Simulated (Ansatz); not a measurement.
C2H3BCl2, SMILES `ClB1CC1Cl`, relaxed with RKS PBE0-D4/def2-TZVP in Ansatz 0.2.0 from a PBE-D4/def2-SVP geometry. The force threshold is 0.005 eV/Å; the program also tests the step.

Charge 0, multiplicity 1.

Start:

```xyz
8

Cl    2.367    0.436   -1.211
B     0.901    0.238   -0.322
C     0.086   -0.545    0.711
C    -0.609    0.498   -0.225
Cl   -1.654   -0.091   -1.548
H     0.052   -0.286    1.784
H    -0.092   -1.621    0.528
H    -1.051    1.371    0.283
```

How much energy does the relaxation release, and in how many steps? (An estimate is asked.)

Computed: 0.04 eV, in 8 steps.

Which bonds change most? (Best estimate.)

Computed: C4–Cl5 from 1.786 to 1.759 Å; C4–H8 from 1.103 to 1.084 Å; Cl1–B2 from 1.726 to 1.708 Å; C3–H6 from 1.104 to 1.086 Å.

Give the relaxed structure. (Best estimate.)

Computed: 
```xyz
8

Cl    2.350    0.447   -1.183
B     0.893    0.229   -0.320
C     0.083   -0.541    0.703
C    -0.603    0.488   -0.230
Cl   -1.654   -0.096   -1.513
H     0.054   -0.285    1.758
H    -0.098   -1.598    0.519
H    -1.023    1.356    0.266
```
